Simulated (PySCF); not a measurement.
## Radial density of Ba (barium, neutral)

UHF, [Xe] 6s2, closed-shell 1S. Calculation: PySCF 2.14, in cc-pVDZ-X2C (7s6p4d, 45 functions); scalar relativity by spin-free X2C-1e.

| r (bohr) | 4πr²ρ (e/bohr) |
| --- | --- |
| 0.0183 | 74.01 |
| 0.0308 | 64.32 |
| 0.0518 | 77.30 |
| 0.0871 | 94.29 |
| 0.147 | 68.93 |
| 0.246 | 79.98 |
| 0.415 | 30.04 |
| 0.697 | 31.77 |
| 1.17 | 9.845 |
| 1.97 | 4.900 |
| 3.32 | 0.8728 |
| 5.58 | 0.3858 |
| 9.39 | 0.03868 |
| 15.8 | 0.0001279 |

Densities and radii are taken from the X2C orbitals without a picture-change correction, which distorts them close to the nucleus.

Spin-orbit coupling, which splits the p, d and f shells strongly at this Z, is absent.
